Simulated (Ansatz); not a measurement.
Stepwise reaction of `COB(C)OC` with hydrogen, as a gas-phase model of exchange steps in deposition or etching. ΔE in kJ/mol.

Computed with Ansatz on PBE0-D4/def2-TZVP structures; ΔE is electronic, products minus reactants. CCSD(T)/CBS is the MP2 limit (def2-TZVPP, def2-QZVPP) plus CCSD(T) − MP2 in def2-TZVPP, frozen cores. This one scheme is used for every species. Functionals use def2-TZVPP. B3LYP here is the variant with VWN-RPA as its local correlation; programs differ in this. One conformer a species, not always the lowest.

| step | reaction | PBE-D4 | B3LYP-D4 | ωB97M-V | CCSD(T)/CBS |
| --- | --- | --- | --- | --- | --- |
| 2 | `CBOC` + H₂ → `BC` + CH₃OH | 141.0 | 139.4 | 137.8 | 136.6 |

Give the row of step 1, `COB(C)OC` + H₂ → `CBOC` + CH₃OH. (Best estimate.)

Ansatz gave: 
```
step                          reaction  PBE-D4  B3LYP-D4  ωB97M-V  CCSD(T)/CBS
   1  `COB(C)OC` + H₂ → `CBOC` + CH₃OH   109.7     113.6    114.1        112.6
```

By hand: ΔE of the 2 steps together at CCSD(T)/CBS.

(112.6) + (136.6) = 249.2 kJ/mol, or 124.6 kJ/mol a step.

In ΔE each step is higher than the one before. All are uphill at CCSD(T)/CBS. PBE-D4 differs from CCSD(T)/CBS by -2.9 to 4.4 kJ/mol a step. Isolated molecules leave out the surface, adducts and barriers. Largest T1 diagnostic: 0.012.
